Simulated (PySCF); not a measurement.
## Where the electron goes

C₆H₈O₂.
Geometry (GFN2-xTB, Å), atoms numbered from 1 in this order:
```xyz
16
C6H8O2 angstrom
C      2.4234   -0.7268    0.1510
C      1.1609    0.0639    0.0909
C      1.0854    1.3839    0.1524
O     -0.0961    2.1091    0.0962
C     -1.2076    1.2885   -0.0302
C     -1.1631   -0.0328   -0.0942
C     -2.3493   -0.9260   -0.2290
O      0.0338   -0.7467   -0.0403
H      2.5280   -1.3225   -0.7545
H      3.2794   -0.0681    0.2536
H      2.3872   -1.4126    0.9960
H      1.9452    2.0218    0.2537
H     -2.1225    1.8522   -0.0698
H     -2.3914   -1.6105    0.6169
H     -3.2622   -0.3410   -0.2690
H     -2.2586   -1.5236   -1.1350
```

Method used: PySCF 2.14.0, density-fitted response routines, TDDFT wB97X-D/def2-SVPD, vertical, gas phase, core orbitals frozen in the response.

Frontier orbitals with the atoms that hold most of them (Löwdin shares over 4%, at most four atoms; ? is withheld):

```csv
orbital,ε (eV),atoms
HOMO-3,-12.50,"O8 41%, O4 11%, C1 9%, C7 9%"
HOMO-2,-11.58,"O4 27%, O8 23%, C3 9%, C5 9%"
HOMO-1,-9.66,"C5 20%, C3 20%, C6 17%, C2 17%"
HOMO,?,?
LUMO,2.02,?
LUMO+1,2.27,"C3 13%, C5 13%, C7 10%, C1 10%"
LUMO+2,2.76,"C7 18%, C1 18%, H15 9%, H10 9%"
```

Problem. Which atoms hold the HOMO, and with what shares?

Solution. O4 (bonded to 2 C) 23%; O8 (bonded to 2 C) 19%; C2 (bonded to 2 C and O) 13%; C6 (bonded to 2 C and O) 13%. By element: oxygen 43%, carbon 25% or more.

Problem. Which atoms hold the LUMO, and with what shares?

Solution. C6 (bonded to 2 C and O) 18%; C2 (bonded to 2 C and O) 17%; C5 (bonded to C, O and H) 17%; C3 (bonded to C, O and H) 17%.

Problem. What is the HOMO energy, and the HOMO–LUMO gap?

Solution. ε(HOMO) = -7.21 eV; the gap is 9.23 eV (0.3392 hartree).

Problem. The HOMO–LUMO gap is 9.23 eV. Where does the response calculation put the lowest singlet, and from which orbitals?

Solution. S1 is at 4.42 eV (f = 0.0027), 4.81 eV below the gap, made of HOMO→LUMO (99%). Without the coupling terms of the response equations the lowest excitation would equal the gap.

Problem. Give energy, strength and leading configuration of S1 and S2, and follow the Löwdin shares of the leading atoms from the occupied to the empty orbital.

Solution. 
- S1 (4.42 eV, f 0.0027), HOMO→LUMO (99%): O4 23% → at most 17%, O8 19% → at most 17%, C6 13% → 18%, C2 13% → 17%
- S2 (5.23 eV, f 0.015), HOMO→LUMO+1 (79%): O4 23% → at most 11%, O8 19% → at most 11%, C3 at most 13% → 13%, C5 at most 13% → 13%

On one thread of an x86-64 server, on a shared host, this took 40 s of wall time.
